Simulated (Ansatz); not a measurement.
Mg(OMe)(SeH) (CH4MgOSe), SMILES [O](C)[Mg][SeH].

Coordinates come from a B3LYP-D3(BJ)/def2-SVP optimisation. The structure was generated by enumeration; whether it is a known compound was not checked. The values are those of a single conformer.

Two levels are set side by side: PBE/def2-SVPD (Ansatz, a first-principles code) and PBE0/def2-SVPD (Ansatz). Energy differences of separate SCF runs at the same geometry; the states with an electron removed or added have multiplicity 2 and 2. Differences are taken from unrounded values.

```json
[
 {"quantity": "vertical ionisation energy (eV)", "PBE0": "8.79", "PBE": "8.36", "PBE minus PBE0": "-0.43"},
 {"quantity": "vertical singlet–triplet gap (eV)", "PBE0": "4.06", "PBE": "3.58", "PBE minus PBE0": "-0.48"}
]
```
